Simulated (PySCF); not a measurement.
C₆H₈ClFO.
Numbering: `[CH3:1][C@@H:2]1[CH2:3][O:4][CH:5]=[C:6]([Cl:7])[C@H:8]1[F:9]`

Cartesian coordinates in Å at the GFN2-xTB level; atoms count from 1:
```
atom  x, y, z in Å
C1    -1.4542    0.9638    0.3291
C2    -0.7927   -0.1267   -0.5068
C3    -0.4844   -1.3773    0.3207
O4     0.4261   -1.1288    1.3786
C5     1.4655   -0.3321    1.0760
C6     1.5892    0.3634   -0.0551
Cl7    2.9750    1.3632   -0.3253
C8     0.5295    0.3591   -1.1127
F9     0.8780   -0.4951   -2.1532
H10   -1.6590    1.8397   -0.2813
H11   -0.8118    1.2600    1.1547
H12   -2.3938    0.5996    0.7365
H13   -1.4554   -0.4169   -1.3271
H14   -1.3849   -1.7703    0.7963
H15   -0.0597   -2.1451   -0.3394
H16    2.1965   -0.2945    1.8701
H17    0.4290    1.3501   -1.5710
```

NICS = −σ at a ghost point: NICS(0) at the centroid of the ring atoms, NICS(1) 1 Å to either side along the normal of their mean plane, zz for the tensor component along that normal. Level: GIAO PBE0/pcSseg-1 (PySCF, non-relativistic, gas phase) on the GFN2-xTB geometry, one conformer.

Ring bond lengths (Å), with Mayer bond orders in brackets: C2–C3 1.531 (1.00), C3–O4 1.418 (0.88), O4–C5 1.344 (1.06), C5–C6 1.334 (1.69), C6–C8 1.497 (0.96), C8–C2 1.533 (1.00).

Problem. What do the NICS probes read (ppm)?

Solution. 
```tsv
ring	type	NICS(0)	NICS(1), two faces	NICS(1)zz, two faces	rms pucker (Å)	centre to ring atoms, mean (Å)
C2–C3–O4–C5–C6–C8	6-membered ring with O; formal bonds 1 double, 5 single	-3.1	-2.1 / -3.9	0.2 / -4.0	0.20	1.41
```

Problem. What can be read from them?

Solution. 
- C2–C3–O4–C5–C6–C8: mean NICS(1)zz -1.9 ppm, near zero. C2, C3, C8 have four or more neighbours; no verdict on aromaticity is drawn. The two faces differ by 4.2 ppm, so no symmetry operation interchanges them.

Problem. Give the inner angles of the rings and the Hirshfeld charges of the ring atoms.

Solution. 
- C2–C3–O4–C5–C6–C8: C2 107.4° (-0.035 e), C3 112.9° (+0.008 e), O4 115.6° (-0.098 e), C5 124.9° (+0.029 e), C6 122.1° (-0.040 e), C8 109.4° (+0.050 e); sum 692.3° against 720° for a flat convex ring.

Problem. How shielded are the nuclei of the rings and their hydrogens (means over atoms taken as equivalent)?

Solution. 
```
atoms                    environment  σ isotropic (ppm)  principal values of the symmetric part, first atom (ppm)
   C2                  sp3 CH carbon              149.6                                       135.5, 152.7, 160.5
   C3     sp3 carbon bound to oxygen              119.6                                        93.8, 109.3, 155.8
   O4            cyclic ether oxygen              211.0                                        96.7, 211.4, 325.0
   C5  vinylic carbon bearing oxygen               33.2                                        -64.4, 58.2, 105.8
   C6            vinylic C–Cl carbon               69.2                                       -15.2, 100.3, 122.5
   C8                 sp3 C–F carbon               93.8                                         63.0, 81.5, 136.8
  H13               methine hydrogen              29.79                                          25.6, 28.3, 35.6
  H14             methylene hydrogen              27.73                                          23.4, 26.7, 33.1
  H15             methylene hydrogen              27.43                                          23.1, 26.4, 32.8
  H16               vinylic hydrogen              24.84                                          20.9, 25.6, 28.0
  H17               methine hydrogen              27.03                                          25.4, 26.7, 29.0
```
